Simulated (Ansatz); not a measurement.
Computed with CAM-B3LYP-D3(BJ)/def2-TZVP // PBE0-D3(BJ)/def2-SVP (Ansatz, a program for electronic structure). Gas-phase values, no solvent. One relaxed conformer stands for a flexible species; it need not be the lowest.  In the def2 sets, heavy atoms carry core potentials.

Reference species (SMILES): `F[C](F)(F)[Sn]([Cl])([Cl])[Cl]` (neutral, multiplicity 1).

The LUMO comes out as -2.01 eV. The HOMO–LUMO gap is 8.78 eV. The HOMO comes out as -10.79 eV.

After one change: the LUMO rises by 0.85 eV; the HOMO–LUMO gap drops by 0.03 eV; the HOMO rises by 0.88 eV.

**Question.** Name the change that produced these shifts. The new species is one of these.
A) `CCC[CH2][Sn]([Cl])([Cl])[Cl]` (C–C–C–C torsion 180°, C–C–C–Sn torsion -180°)
B) `[Cl][Sn]([Cl])([Cl])[CH2]c1ccccc1` (Sn–C–C–C torsion 89°)
C) `C=CC[CH2][Sn]([Cl])([Cl])[Cl]` (C–C–C–C torsion -116°, C–C–C–Sn torsion 180°)
D) `C[C](C)(C)[Sn]([Cl])([Cl])[Cl]`

**Answer.** A, `CCC[CH2][Sn]([Cl])([Cl])[Cl]` (C–C–C–C torsion 180°, C–C–C–Sn torsion -180°)
